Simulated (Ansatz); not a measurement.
Two isomers of C2H7NOSi: A = `OC1C[SiH2]N1`, B = `NC1CO[SiH2]1`.

Isolated molecules relaxed with PBE0-D4/def2-TZVP in Ansatz; ΔE leaves out vibrations. CCSD(T)/CBS adds triple-zeta CCSD(T) − MP2 to the extrapolated MP2 energy (def2 sets, frozen cores). DFT in def2-TZVPP. B3LYP here is the variant with VWN-RPA as its local correlation; programs differ in this. One conformer a species, not always the lowest.

Question: Which isomer does CCSD(T)/CBS put lower? Give the gap. (Estimate.)

Answer: Computed: A, by 5.6 kJ/mol.

Question: Give E(B) − E(A) in kJ/mol with B3LYP, ωB97M-V, BLYP-D4, CCSD/def2-TZVPP, HF/def2-TZVPP, r2SCAN-D4, CCSD(T)/def2-TZVPP. (Best estimate.)

Answer: Ansatz gave: B3LYP 1.9, ωB97M-V 6.3, BLYP-D4 0.7, CCSD/def2-TZVPP 4.3, HF/def2-TZVPP 0.5, r2SCAN-D4 6.4, CCSD(T)/def2-TZVPP 4.8. None reverses the order clearly.

Question: Does the order hold for the free energy at 298.15 K (harmonic terms from PBE0-D4)? (Estimate.)

Answer: Ansatz gave: Yes: G(B) − G(A) = +9.4 kJ/mol, for one conformer each.

Largest T1 diagnostic: 0.011.

At CCSD(T), def2-SVP lies +7.6 kJ/mol from the extrapolated value and def2-TZVPP −0.8 kJ/mol. Leaving LDA and LC-ωPBE aside and taking each functional with its dispersion term where it has one, the values, not all of them listed here, spread over 7.6 kJ/mol, from BLYP-D4 to PBE-QIDH. LDA lies +9.2 kJ/mol from PBE without D4.
